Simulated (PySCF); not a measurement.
# 4-amino-1-fluorobenzene: calculation and literature

Molfile (atoms numbered from 1):
```
C6H6FN
     RDKit          3D

 14 14  0  0  0  0  0  0  0  0999 V2000
    2.3282   -0.0453   -0.0040 N   0  0  0  0  0  0  0  0  0  0  0  0
    0.9393   -0.0188   -0.0054 C   0  0  0  0  0  0  0  0  0  0  0  0
    0.2486    1.1924   -0.0616 C   0  0  0  0  0  0  0  0  0  0  0  0
   -1.1346    1.2273   -0.0038 C   0  0  0  0  0  0  0  0  0  0  0  0
   -1.8345    0.0438    0.1121 C   0  0  0  0  0  0  0  0  0  0  0  0
   -3.1770    0.0747    0.1670 F   0  0  0  0  0  0  0  0  0  0  0  0
   -1.1817   -1.1704    0.1706 C   0  0  0  0  0  0  0  0  0  0  0  0
    0.2018   -1.1975    0.1125 C   0  0  0  0  0  0  0  0  0  0  0  0
    2.7710    0.7516   -0.4312 H   0  0  0  0  0  0  0  0  0  0  0  0
    2.7391   -0.9123   -0.3089 H   0  0  0  0  0  0  0  0  0  0  0  0
    0.8024    2.1213   -0.1477 H   0  0  0  0  0  0  0  0  0  0  0  0
   -1.6721    2.1665   -0.0491 H   0  0  0  0  0  0  0  0  0  0  0  0
   -1.7552   -2.0847    0.2602 H   0  0  0  0  0  0  0  0  0  0  0  0
    0.7188   -2.1499    0.1631 H   0  0  0  0  0  0  0  0  0  0  0  0
  1  2  1  0
  2  3  1  0
  3  4  2  0
  4  5  1  0
  5  6  1  0
  5  7  2  0
  7  8  1  0
  8  2  2  0
  1  9  1  0
  1 10  1  0
  3 11  1  0
  4 12  1  0
  7 13  1  0
  8 14  1  0
M  END
```

[PySCF 2.14.0 with density-fitted response routines: GIAO B97-2/pcSseg-2 shieldings; PBE0-D3(BJ)/def2-TZVP structure; non-relativistic Hamiltonian; one computed conformer; rapidly exchanging positions averaged; no solvent]

Reference values: measured (G. Saielli, R. Bini, A. Bagno, Computational 19F NMR. 2. Organic compounds, RSC Adv. 2014, ESI (exp. from Berger-Braun-Kalinowski 1994 and Everett 1995)).
```csv
atoms,quantity,reference,computed,"computed, scaled"
F6,δ ¹⁹F vs CFCl3,-127.3,-133.9,-130.5
```

Reference values: measured (solution, DMSO-d6; Viesser, Ducati, Tormena, Autschbach, PCCP 2018 (ESI)).
| atoms | quantity | reference | computed | computed, scaled |
| --- | --- | --- | --- | --- |
| C5 | δ ¹³C | 154.2 | 165.3 | 157.5 |

Reference values: measured (solution, CDCl3; Viesser, Ducati, Tormena, Autschbach, PCCP 2018 (ESI)).
```csv
atoms,quantity,reference,computed,"computed, scaled"
C5,δ ¹³C,156.7,165.3,157.5
```

Computed shifts are σ(ref) − σ with the named reference compound (TMS for H and C) calculated as an isolated molecule at the same level. The measured values may be among those fitted. Expected solution values come from regression of measured δ (H and C: mostly CDCl3, vs TMS) on computed σ: ¹³C (scatter 2.0 ppm rms, 2.1 ppm with the 1 outlier that the fit left out); ¹⁹F (scatter 4.8 ppm rms, 5.6 ppm with the 3 outliers that the fit left out vs CFCl3, solution or neat liquid, with a term for F on sp3 carbon). Occasional misses reach two or three times the rms, and more in compound classes unlike the fitted ones.

Question: How far are the unscaled ¹³C shifts from the references?

Answer: Mean signed difference +9.85 ppm, mean absolute 9.85 ppm over 2 comparisons; the largest is +11.1 ppm at C5 (aromatic carbon bearing fluorine).
